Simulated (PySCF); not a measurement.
Species: C₃H₁₂N₂Si.
Atom-mapped SMILES: `[CH3:1][CH2:2][CH2:3][SiH:4]([NH2:5])[NH2:6]` (hydrogens: H7, H8, H9 on C1; H10, H11 on C2; H12, H13 on C3; H14 on Si4; H15, H16 on N5; H17, H18 on N6)

Geometry (GFN2-xTB, Å), atoms numbered from 1 in this order:
```xyz
18
C3H12N2Si angstrom
C      2.7608   -0.3022   -0.1519
C      1.3666    0.1999   -0.5111
C      0.2739   -0.5390    0.2550
Si    -1.4915   -0.0137   -0.2325
N     -1.6546    1.6449    0.2190
N     -2.7998   -0.7743    0.6026
H      2.8590   -1.3587   -0.3948
H      3.5234    0.2479   -0.6999
H      2.9472   -0.1778    0.9131
H      1.3028    1.2675   -0.2894
H      1.2058    0.0770   -1.5848
H      0.3911   -1.6106    0.0791
H      0.4330   -0.3856    1.3243
H     -1.7245   -0.3526   -1.6468
H     -0.9741    2.2988   -0.1310
H     -2.5754    2.0479    0.1516
H     -2.9713   -0.4884    1.5530
H     -2.8811   -1.7747    0.5328
```

Vertical excitations from PySCF (density fitting, frozen core in the response, grid level 2 and gas phase unless stated; continuum runs use non-equilibrium linear response for the excitations) on a GFN2-xTB geometry. Reference run:

```csv
settings,"S1, eV (f)","S2, eV (f)","S3, eV (f)","S4, eV (f)","S5, eV (f)","S6, eV (f)","T1, eV (Tamm–Dancoff)",mean α (au)
"PBE0/def2-SVPD, full TDDFT, 6 singlets",6.46 (0.048),6.58 (0.012),6.80 (0.008),7.12 (0.021),7.18 (0.037),7.59 (0.007),6.17,80.4
```

Task: What do these settings give: (1) BP86/def2-SVPD, damping 0.3 at the start, DIIS from the seventh cycle, fitting basis def2-qzvpp-jkfit, full TDDFT, 25 singlets; (2) PBE0/def2-SVPD, IEF-PCM chloroform, full TDDFT, 12 singlets?

Result: 
```json
{"settings": "BP86/def2-SVPD, damping 0.3 at the start, DIIS from the seventh cycle, fitting basis def2-qzvpp-jkfit, full TDDFT, 25 singlets", "S1, eV (f)": "5.83 (0.015)", "S2, eV (f)": "6.03 (0.031)", "S3, eV (f)": "6.14 (0.015)", "S4, eV (f)": "6.31 (0.017)", "S5, eV (f)": "6.35 (0.027)", "S6, eV (f)": "6.60 (0.012)", "T1, eV (Tamm–Dancoff)": "5.73", "mean α (au)": "84.6"}
{"settings": "PBE0/def2-SVPD, IEF-PCM chloroform, full TDDFT, 12 singlets", "S1, eV (f)": "6.55 (0.062)", "S2, eV (f)": "6.70 (0.018)", "S3, eV (f)": "6.92 (0.009)", "S4, eV (f)": "7.19 (0.033)", "S5, eV (f)": "7.27 (0.058)", "S6, eV (f)": "7.68 (0.012)", "T1, eV (Tamm–Dancoff)": "6.30", "mean α (au)": "98.6"}
```

(1) S1 moves by -0.63 eV (BP86 has no exact exchange, PBE0 25 % exact exchange). (2) S1 moves by +0.09 eV. States are counted by energy in each run and needn't keep their character from row to row.

Task: Give the leading configurations of S1 (H = HOMO, L = LUMO) and the HOMO–LUMO gap of each run.

Result: 
```tsv
settings	S1 configurations (weight)	S1 (eV)	orbital gap (eV)	S1 − gap (eV)
PBE0/def2-SVPD, full TDDFT, 6 singlets	H→L 0.64, H→L+1 0.28	6.46	7.63	-1.17
BP86/def2-SVPD, damping 0.3 at the start, DIIS from the seventh cycle, fitting basis def2-qzvpp-jkfit, full TDDFT, 25 singlets	H→L 0.99	5.83	5.81	+0.02
PBE0/def2-SVPD, IEF-PCM chloroform, full TDDFT, 12 singlets	H→L 0.66, H→L+1 0.27	6.55	7.75	-1.20
```

Geometry: GFN2-xTB, one conformer.
